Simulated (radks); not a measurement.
Question: Radial electron density D(r) = 4 pi r^2 rho(r) of an atom or ion with 37 electrons. Calculated with a radial shooting solver on a logarithmic mesh with Libxc functionals: scalar-relativistic Kohn-Sham, exchange-only LDA, spin-polarised, spherical densities, point nucleus.

```
   r/bohr * D(r) (the largest magnitude, 54.3, reaches the edge; | marks zero)
 0.007267 |              *
 0.009849 |                      *
  0.01335 |                               *
  0.01809 |                                       *
  0.02452 |                                             *
  0.03323 |                                             *
  0.04503 |                                        *
  0.06103 |                                      *
  0.08271 |                                            *
   0.1121 |                                                      *
   0.1519 |                                                    *
   0.2075 |                                     *
   0.2813 |                               *
   0.3812 |                                      *
   0.5167 |                                 *
   0.7002 |                 *
    0.949 |       *
    1.286 |      *
    1.743 |    *
    2.362 | *
    3.201 |*
    4.374 *
    5.928 *
    8.033 *
    10.89 *
    14.76 *
```

What is the nuclear charge?

Answer: Z = 37. The innermost maximum, from 1s, lies near gamma/Z bohr with gamma = sqrt(1 - (Z/c)^2) = 0.963, here 0.026 bohr (found: 0.0283), and its height grows with Z. The density is that of neutral rubidium in [Kr] 5s1; the configuration itself is not fixed sharply by these data, and Z only to a few units. D(r) has 3 maxima, at r = 0.0283, 0.126, 0.413 bohr, and minima at 0.0582, 0.264 bohr, inside which lie 2.06, 11.06 electrons.
